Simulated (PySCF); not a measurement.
**Telling isomers of C3H8O2Si apart by NMR**

Relativity neglected, gas phase, rapidly exchanging positions averaged, a single conformation. Shieldings: GIAO PBE0/pcSseg-1; structure optimised with GFN2-xTB; PySCF 2.14.

References, each an isolated molecule treated in the same way: TMS for $^{1}$H (σref 31.72), $^{13}$C (σref 186.93). Where no couplings were computed, multiplicities follow the n + 1 count of equivalent neighbours, and m marks all less simple cases (inequivalent or close neighbours, rings, F or P nearby). Shifts are as computed. Against solution values, carbons near 30 ppm lie about +3 ppm off and those near 130 ppm about +5 ppm (rms about the fit 2.1 ppm; single classes can miss by 10 ppm). Of 1328 compounds with measured shifts, 309 miss one by over three times the rms of a fit or turn the order of signals round; such compounds aren't used in these exercises. Signals without a measured value on file couldn't be tested in this way; 1H shifts scatter by 0.2 ppm about their fit, and single ones miss by 0.5 ppm. OH and NH positions are gas-phase values without hydrogen bonding to other molecules.

(1) Tabulate the signals of `C=CC[SiH](O)O`, `C=CO[SiH2]OC` and their relative energies.

(2) What is the quickest way to tell C=CC[SiH](O)O from C=CO[SiH2]OC?

## Answers

(1) 
```tsv
SMILES	carbon types	δC	δH	E rel. (kcal/mol)
C=CC[SiH](O)O	1×CH 2×CH2	143.1, 118.6, 30.4	6.32 (m, 1H), 5.19 (m, 1H), 5.18 (t, 1H), 5.13 (m, 1H), 1.70 (m, 2H), 1.61 (br s, 2H)	0.0
C=CO[SiH2]OC	1×CH 1×CH2 1×CH3	148.6, 101.0, 50.1	6.60 (m, 1H), 4.92 (m, 1H), 4.91 (s, 2H), 4.50 (m, 1H), 3.84 (s, 3H)	30.6
```

Energies are electronic energies at PBE0/pcSseg-1 on these geometries, without zero-point or thermal terms, each for the one conformer computed, which needn't be the lowest.

(2) Both give the same number of carbon signals, but DEPT or the intensities differ. The first has an allylic sp3 CH2 bonded to Si at 30.4 ppm, the second a methyl carbon bonded to O (CH3) at 50.1 ppm. Their most deshielded carbons lie at 143.1 and 148.6 ppm.
